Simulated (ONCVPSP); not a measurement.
# An all-electron radial function and its pseudo partner (Hg (Z = 80))

Columns: radius, all-electron u(r) and pseudo u(r) of the 5s shell (level -127.26 eV) of mercury in the configuration [Kr] 4d10 4f14 5s2 5p6 5d10 6s1; PBE, scalar-relativistic, ONCV scheme, ONCVPSP 4.0.1.

```json
{"r (bohr)": "0.088", "all-electron": "0.1430", "pseudo": "0.1196"}
{"r (bohr)": "0.175", "all-electron": "0.2745", "pseudo": "0.2472"}
{"r (bohr)": "0.262", "all-electron": "-0.5312", "pseudo": "0.3899"}
{"r (bohr)": "0.350", "all-electron": "-0.6650", "pseudo": "0.5486"}
{"r (bohr)": "0.438", "all-electron": "-0.2115", "pseudo": "0.7136"}
{"r (bohr)": "0.525", "all-electron": "0.3722", "pseudo": "0.8695"}
{"r (bohr)": "0.612", "all-electron": "0.8442", "pseudo": "1.0023"}
{"r (bohr)": "0.700", "all-electron": "1.1348", "pseudo": "1.0980"}
{"r (bohr)": "0.788", "all-electron": "1.2563", "pseudo": "1.1452"}
{"r (bohr)": "0.875", "all-electron": "1.2537", "pseudo": "1.1411"}
{"r (bohr)": "0.962", "all-electron": "1.1740", "pseudo": "1.0905"}
{"r (bohr)": "1.050", "all-electron": "1.0516", "pseudo": "1.0021"}
{"r (bohr)": "1.138", "all-electron": "0.9131", "pseudo": "0.8895"}
{"r (bohr)": "1.225", "all-electron": "0.7763", "pseudo": "0.7677"}
{"r (bohr)": "1.312", "all-electron": "0.6491", "pseudo": "0.6470"}
{"r (bohr)": "1.400", "all-electron": "0.5345", "pseudo": "0.5342"}
{"r (bohr)": "1.487", "all-electron": "0.4366", "pseudo": "0.4365"}
{"r (bohr)": "1.575", "all-electron": "0.3529", "pseudo": "0.3528"}
{"r (bohr)": "1.662", "all-electron": "0.2841", "pseudo": "0.2840"}
{"r (bohr)": "1.750", "all-electron": "0.2269", "pseudo": "0.2268"}
{"r (bohr)": "1.838", "all-electron": "0.1804", "pseudo": "0.1803"}
{"r (bohr)": "1.925", "all-electron": "0.1433", "pseudo": "0.1432"}
{"r (bohr)": "2.012", "all-electron": "0.1134", "pseudo": "0.1134"}
{"r (bohr)": "2.100", "all-electron": "0.0893", "pseudo": "0.0893"}
{"r (bohr)": "2.188", "all-electron": "0.0702", "pseudo": "0.0702"}
{"r (bohr)": "2.275", "all-electron": "0.0552", "pseudo": "0.0552"}
```

(1) How many radial nodes do the two functions have?

(2) At about which radius was the pseudo-wave matched?

(3) Is the pseudo-wave norm-conserving?

Results:

(1) The all-electron 5s function has n − l − 1 = 4 (the table is too coarse to show those close to the nucleus); the pseudo-wave has 0, since the states of the same l below it are removed with the core.

(2) 1.50 bohr. The columns agree to 0.0005 from 1.40 bohr on; several derivatives are matched, so the curves merge somewhat inside the radius.

(3) Yes: the ONCV scheme keeps the norm inside the radius equal to the all-electron one, which fixes the energy derivative of the logarithmic derivative at the level.
